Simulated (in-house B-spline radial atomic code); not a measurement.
Configurations of Co II (Co+), with energies counted from [Ar] 3d8. Method: Dirac-Hartree-Fock, average of configuration, Fermi nucleus of rms radius 3.7875 fm. Calculated with an all-electron radial atomic-structure program (B-spline basis). Energies include first-order Breit, QED and recoil terms.

Occupations are held fixed; configurations that lie above the ionisation limit could autoionise.

```
       configuration  E - E(ref) (eV)  highest orbital  its <r> (bohr)
        [Ar] 3d7 5s1            9.489            5s1/2           6.471
        [Ar] 3d7 5p1           10.893            5p3/2           7.818
        [Ar] 3d7 7s1           13.639            7s1/2            18.3
        [Ar] 3d7 7p1           13.954            7p3/2           20.83
        [Ar] 3d7 7g1           14.764            7g9/2           31.75
[Ne] 3s2 3p5 3d8 5s1           73.311            5s1/2           6.449
[Ne] 3s2 3p5 3d8 5f1            77.54            5f5/2            15.7
[Ne] 3s2 3p5 3d8 5g1           77.544            5g9/2           13.75
[Ne] 3s2 3p5 3d8 6f1           78.206            6f5/2           23.94
[Ne] 3s2 3p5 3d8 7g1            78.61            7g9/2           31.75
```

(1) Order these further configurations by energy, lowest first.
A. [Ne] 3s2 3p5 3d8 6g1
B. [Ar] 3d7 4s1
C. [Ne] 3s2 3p5 3d8 4s1
D. [Ar] 3d7 6f1
E. [Ne] 3s2 3p5 3d8 6s1

(2) How far above the reference does [Ar] 3d7 5f1 lie?

(3) How far above the reference does [Ar] 3d7 5g1 lie?

(4) How far above the reference does [Ar] 3d7 4p1 lie?

Answers

(1) B (0.4725 eV), D (14.361 eV), C (64.201 eV), E (76.186 eV), A (78.209 eV).

(2) 13.694 eV; its least bound orbital is 5f5/2 with <r> = 15.7 bohr.

(3) 13.698 eV; its least bound orbital is 5g9/2 with <r> = 13.75 bohr.

(4) 5.3083 eV; its least bound orbital is 4p3/2 with <r> = 3.512 bohr.
